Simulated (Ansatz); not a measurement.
Coupled-cluster run, CH₇AlSiTe, SMILES `[SiH3][CH2][AlH][TeH]`.

```yaml
crystal:
  periodic: [false, false, false]
  atoms:
    - {symbol: Si, position_ang: [-0.084601, 1.525592, -0.405799]}
    - {symbol: C, position_ang: [0.274055, -0.234160, -0.918370]}
    - {symbol: Al, position_ang: [0.781810, -1.383158, 0.567424]}
    - {symbol: Te, position_ang: [-0.949701, -2.058755, 2.281316]}
    - {symbol: H, position_ang: [1.047644, 2.073462, 0.394078]}
    - {symbol: H, position_ang: [-0.293395, 2.424117, -1.574422]}
    - {symbol: H, position_ang: [-1.305213, 1.570918, 0.443620]}
    - {symbol: H, position_ang: [1.081441, -0.235411, -1.658791]}
    - {symbol: H, position_ang: [-0.624924, -0.635930, -1.399157]}
    - {symbol: H, position_ang: [2.253417, -1.915422, 0.805608]}
    - {symbol: H, position_ang: [-2.115235, -1.188252, 1.484893]}
basis:
  gaussian: {orbitals: def2-TZVPP}
correlation: {method: ccsd_t}
```

```sh
$ ansatz run in.yaml --threads 4 --pin off --events-out ev --progress --plain --max-ram 10444MiB
```

The program prints (abridged):

```
Functional definition: HF
1683 factors; integrals over basis functions are off by at most 1.1e-3 eV
mean field evaluation 1: about -22850.9378 eV, gradient 3.0e1 eV
mean field evaluation 2: about -22851.1381 eV, gradient 3.0e1 eV
mean field evaluation 4: about -22853.9869 eV, gradient 3.3e0 eV
mean field evaluation 8: about -22854.0450 eV, gradient 2.5e-1 eV
mean field -22854.04520365 eV, -839.8706702058 hartree, gradient 4.1e-6 eV, S^2 0.000000; 0 other end points of the search recorded, 0 dependent functions left out
15 core orbitals not correlated: weight in the atoms' cores, before any rotation towards them, 1.000 or more for the frozen orbitals, at most 0.000 for the correlated occupied ones
reference -22854.04520365 eV, -839.8706702058 hartree; 17, 17 occupied and 231, 231 virtual orbitals, 1683 factors
second order -23.19573568 eV of doubles, -0.00000000 eV of singles
cycle   1  -23.15815154 eV  change    3.8e-2 eV  update   1.0e-1
cycle   2  -23.82274547 eV  change   -6.6e-1 eV  update   3.1e-2
cycle   3  -23.88639974 eV  change   -6.4e-2 eV  update   1.4e-2
cycle   4  -23.86968338 eV  change    1.7e-2 eV  update   3.7e-3
cycle   5  -23.87048551 eV  change   -8.0e-4 eV  update   1.8e-3
cycle   6  -23.87087896 eV  change   -3.9e-4 eV  update   5.5e-4
cycle   7  -23.87041001 eV  change    4.7e-4 eV  update   2.1e-4
cycle   8  -23.87049615 eV  change   -8.6e-5 eV  update   7.9e-5
cycle   9  -23.87055348 eV  change   -5.7e-5 eV  update   2.7e-5
cycle  10  -23.87053591 eV  change    1.8e-5 eV  update   9.2e-6
perturbative correction -0.73613623 eV, -0.0270525075 hartree
Total energy: -22878.65187578 eV, -840.7749487278 hartree
```

It took 3.9 min on 4 threads of an Arm Neoverse V1 on a shared host, with 6.4 GiB of host memory at the peak.

The correlation energy is -24.607 eV, 3.0 % of it from (T); the T1 diagnostic reads 0.0111.
